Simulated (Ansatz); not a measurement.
Geometry optimisation, Ansatz 0.2.0, RKS PBE0/def2-SVP.

input.yaml

```yaml
crystal:
  periodic: [false, false, false]
  atoms:
    - { symbol: B, position_ang: [-0.650932, -0.713523, 0.325839] }
    - { symbol: Br, position_ang: [0.8873, -1.583064, -0.604558] }
    - { symbol: H, position_ang: [-1.613433, -0.46791, -0.346819] }
    - { symbol: H, position_ang: [-0.546049, -0.569077, 1.512121] }
    - { symbol: H, position_ang: [1.341126, 1.189273, -0.682075] }
    - { symbol: Cl, position_ang: [0.581988, 2.1444, -0.204508] }
basis:
  gaussian: { orbitals: def2-SVP }
hamiltonian:
  xc: pbe0
relax:
  f_tol: 0.03
  max_steps: 50
```

Launched with:

```bash
$ ansatz run input.yaml --threads 2 --pin off --max-ram 3072MiB --backend cpu --events-out ev --progress --plain --runs-dir out
```

Problem. Where does it end, and by what steps?

Solution. It converged. After 6 steps the energy has fallen by 0.084 eV; Cl6 moved furthest, 0.28 Å.

```tsv
step	energy less start (eV)	largest force component (eV/Å)	accepted
0	0.0000	1.000	yes
1	-0.0541	0.554	yes
2	-0.0461	0.588	no
3	-0.0705	0.473	yes
4	-0.0777	0.095	yes
5	-0.0822	0.137	yes
6	-0.0836	0.025	yes
```

```xyz
6
Properties=species:S:1:pos:R:3
B -0.589 -0.681 0.293
Br 0.784 -1.713 -0.553
H -1.555 -0.398 -0.362
H -0.504 -0.510 1.480
H 1.434 1.377 -0.725
Cl 0.429 1.925 -0.133
```

Time of the run: 4.4 s on 2 threads of AMD EPYC 9R45 96-Core Processor (Zen 5), with other jobs on the host, peak memory 0.18 GiB.
